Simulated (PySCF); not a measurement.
PySCF 2.14 output of an unrestricted PBEsol calculation on a single atom or ion in aug-cc-pwCVTZ-X2C with one added diffuse shell each of s, p, d, f type (10s9p7d4f, 100 functions), with the spin-free X2C one-electron Hamiltonian (Gaussian nucleus):

```
SCF conv_tol = 1e-09
number electrons alpha = 10  beta = 9
    J. P. Perdew, A. Ruzsinszky, G. I. Csonka, O. A. Vydrov, G. E. Scuseria, L. A. Constantin, X. Zhou, and K. Burke.,  Phys. Rev. Lett. 100, 136406 (2008)
    J. P. Perdew, A. Ruzsinszky, G. I. Csonka, O. A. Vydrov, G. E. Scuseria, L. A. Constantin, X. Zhou, and K. Burke.,  Phys. Rev. Lett. 100, 136406 (2008)
cycle= 1 E= -679.158044224353  delta_E= -0.00841  |g|= 0.027  |ddm|= 0.59
cycle= 2 E= -679.158116163942  delta_E= -7.19e-05  |g|= 0.00419  |ddm|= 0.0781
cycle= 3 E= -679.158120693097  delta_E= -4.53e-06  |g|= 0.00213  |ddm|= 0.0165
cycle= 4 E= -679.158121729204  delta_E= -1.04e-06  |g|= 3.02e-05  |ddm|= 0.00196
cycle= 5 E= -679.15812172973  delta_E= -5.25e-10  |g|= 2.85e-06  |ddm|= 0.000793
converged SCF energy = -679.15812172973  <S^2> = 0.75011156  2S+1 = 2.0001116
```

The run itself started from symmetry-adapted Hartree-Fock orbitals and held the occupation by maximum overlap, on a logarithmic radial grid, so the iterations belong to that start.

Q: Which element, charge and spin multiplicity is this?

A: Ca⁺ (calcium, charge +1), multiplicity 2; the state was [Ar] 4s1, 2S determinant.
